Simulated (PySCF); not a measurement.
Compound: C4H7BO2S.
InChI=1S/C4H7BO2S/c1-4(8)5-6-2-3-7-5/h2-3H2,1H3

Computed with TDDFT CAM-B3LYP/def2-SVPD, vertical, gas phase, core orbitals frozen in the response (PySCF). Geometry: PBE0-D3(BJ)/def2-SVP, one conformer, isolated molecule. Torsions of this conformer, `[CH3:1][C:2](=[S:3])[B:4]1[O:5][CH2:6][CH2:7][O:8]1`: C1–C2–B4–O5 -15°.

Broadening: Gaussians 0.3 eV wide at half height, area fixed by f = 4.319×10⁻⁹ ∫ε dν̃. The width is an assumption, not a result. The curve ends short of the highest state used, and states not computed would add to its high-energy end.

```tsv
E (eV)	ε (L mol⁻¹ cm⁻¹)
1.50	0
1.65	0
1.79	2
1.94	4
2.08	2
2.23	0
2.37	0
2.52	0
2.66	0
2.81	0
2.95	0
3.10	0
3.24	0
3.39	0
3.53	0
3.68	0
3.82	0
3.97	0
4.11	0
4.26	0
4.40	0
4.54	0
4.69	0
4.83	0
4.98	24
5.12	720
5.27	7176
5.41	17808
5.56	15042
5.70	11366
5.85	8670
5.99	2673
6.14	308
6.28	895
6.43	2857
6.57	2722
```

(1) Locate the maxima and give the states behind the curve.

(2) On this curve, what absorbance would a 10⁻⁵ mol/L sample give at 222 nm over a 1 cm path?

(3) Does any computed singlet lie in the visible range?

(4) Coming from long wavelengths, where does ε first pass 100 L mol⁻¹ cm⁻¹?

Answers

(1) 227 nm (5.45 eV), ε about 19000, made up of S2 (96%); 191 nm (6.49 eV), ε about 3100, made up of S6 (96%) (ε in L mol⁻¹ cm⁻¹; maxima over ε = 5, shares over 10%). The states used: S1 1.95 eV (f 0.0000); S2 5.44 eV (f 0.202); S3 5.72 eV (f 0.051); S4 5.76 eV (f 0.0048); S5 5.81 eV (f 0.065); S6 6.48 eV (f 0.034); S7 6.72 eV (f 0.0063); S8 6.92 eV (f 0.035); S9 7.05 eV (f 0.0050); S10 7.17 eV (f 0.0008).

(2) 222 nm is 5.585 eV, where ε is about 14000 L mol⁻¹ cm⁻¹, so A = ε c l ≈ 0.14 (Beer–Lambert, with the gas-phase spectrum and the assumed width).

(3) S1 lies in the visible range (380 to 750 nm), at 635 nm, dark in the vertical dipole picture (f under 0.0005); light of that wavelength is red, and its complementary colour is blue-green; a Tamm–Dancoff triplet lies at 423 nm, without intensity as long as spin–orbit coupling is left out.

(4) At about 246 nm (5.03 eV), 3.08 eV above S1.

The vertical ionisation energy (ΔSCF) is 8.34 eV, 1.17 eV above S10.

On one thread, Arm Neoverse V1 (aarch64), on a shared host, this took 2.3 min of wall time and 1.0 GiB of memory at its peak.
